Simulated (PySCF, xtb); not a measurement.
Sb(Br)2(OH) (Br2HOSb), SMILES [OH][Sb]([Br])[Br].

GFN2-xTB (xtb) at its own geometry gives an orbital gap of 4.16 eV and a dipole moment of 6.03 D.

Coordinates come from a PBE0-D3(BJ)/def2-SVP optimisation. The structure was generated by enumeration; whether it is a known compound was not checked. The def2 effective core potentials stand for the cores of Sb; spin–orbit coupling is left out. One conformer was computed; it need not be the lowest.

Task: What does CAM-B3LYP/def2-TZVP in PySCF give? (An estimate is asked for; the answer gives what the named calculation found.)

Result: gap 8.40 eV (levels -9.48 and -1.09 eV), dipole 1.41 D.
